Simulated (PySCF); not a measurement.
Potential energy of KP along the bond

Set-up: PySCF, no relativity, basis sets K def2-TZVPP, P def2-TZVPP. Energies in eV from K + P in their ground configurations at the same level. State: ³Σ⁻ (triplet), unpaired electrons π ↑↑.

```csv
R (Å),PBE0,TPSSh,BLYP
2.620,-0.912,-1.036,-0.937
2.742,-1.132,-1.265,-1.170
2.864,-1.251,-1.390,-1.303
2.956,-1.292,-1.435,-1.355
3.047,-1.302,-1.449,-1.377
3.138,-1.289,-1.440,-1.376
3.260,-1.246,-1.400,-1.349
3.413,-1.164,-1.321,-1.288
3.595,-1.043,-1.204,-1.190
3.839,-0.874,-1.033,-1.047
```

Question: Put a parabola through the three lowest points of the PBE0 curve and estimate Re, k and ωe (reduced mass 17.26 u; 1 eV/Å² = 0.16022 mdyn/Å; ωe = 1302.8·√(k/μ) cm⁻¹).

Answer: Through R = 2.956, 3.047, 3.138 Å the second-order coefficient is 1.39 eV/Å², so Re ≈ 3.041 Å, k ≈ 0.445 mdyn/Å and ωe ≈ 209 cm⁻¹. A polynomial fit of higher order to the unrounded PBE0 energies gives Re = 3.037 Å, k = 0.458 mdyn/Å, ωe = 212 cm⁻¹; anharmonicity and rounding make the difference.

The higher-order fit for each curve: PBE0: Re = 3.037 Å, ωe = 212 cm⁻¹, De = 1.30 eV; TPSSh: Re = 3.051 Å, ωe = 209 cm⁻¹, De = 1.45 eV; BLYP: Re = 3.088 Å, ωe = 195 cm⁻¹, De = 1.38 eV.

⟨S²⟩ of the unrestricted solution departs from its pure value on part of the curve, where spin states mix. The state was picked by a PBE0 search and need not be the measured ground state.
